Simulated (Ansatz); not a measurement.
A calculation with Ansatz (development build ahead of 0.2.0).

```yaml
crystal:
  periodic: [false, false, false]
  atoms:
    - { symbol: Zr, position_ang: [0.0, 0.0, 0.0] }
    - { symbol: Cl, position_ang: [1.34523, 1.34523, 1.34523] }
    - { symbol: Cl, position_ang: [1.34523, -1.34523, -1.34523] }
    - { symbol: Cl, position_ang: [-1.34523, 1.34523, -1.34523] }
    - { symbol: Cl, position_ang: [-1.34523, -1.34523, 1.34523] }
basis:
  gaussian: { orbitals: def2-TZVPP }
hamiltonian:
  xc: { name: wB97X }
```

The input is written out in the form of the current development build from the run's settings. The basis set brings a core potential for Zr, so the total leaves out those core electrons.

Results

```json
{
  "Converged": "yes",
  "Total energy": "-1888.22799 hartree",
  "Spin squared of the determinant": "0.000",
  "Stability test": "minimum among restricted orbitals"
}
```

Caution: no unrestricted run beside it, a lower state can exist; other spin multiplicities were not run.
